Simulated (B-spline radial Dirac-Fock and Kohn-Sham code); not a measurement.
# K-line shifts caused by a second vacancy in Hf⁶⁺

System: Hf⁶⁺ in the configuration [Kr] 4d10 4f13 5s2 5p5.

Model: relaxed Dirac-Fock hole states (ΔSCF) with Breit and QED corrections and a finite nucleus. Program: a radial finite-basis atomic code. Each two-hole energy is an average over J within one jj subconfiguration, not an observable level; in light atoms, where LS coupling holds, the j-resolved values are not observed lines, and for a K spectator the Kα1 hypersatellite is nearly forbidden. Correlation energy is missing from these numbers.

Lines without a spectator: Kα2 (K-L2) 54601.1 eV, Kα1 (K-L3) 55779.4 eV, Kβ3 (K-M2) 62971.0 eV, Kβ1 (K-M3) 63226.9 eV. Shifts in eV with one spectator hole (a dash: not computed, or left out as unreliable):

```csv
spectator hole,Kα2,Kα1,Kβ3,Kβ1
K (1s),+942.0,+1009.0,+1218.4,+1233.9
L2 (2p1/2),+118.9,+159.1,–,+305.9
L3 (2p3/2),+92.1,+100.2,+234.2,–
M2 (3p1/2),–,+24.82,+48.6,+57.5
M3 (3p3/2),+13.98,–,+42.0,+42.4
M4 (3d3/2),+4.73,+1.33,–,–
M5 (3d5/2),-0.51,+3.35,–,–
```

Run: 63 s of CPU time on 1 thread of Intel(R) Xeon(R) Platinum 8488C (shared host), peak memory 0.52 GiB.
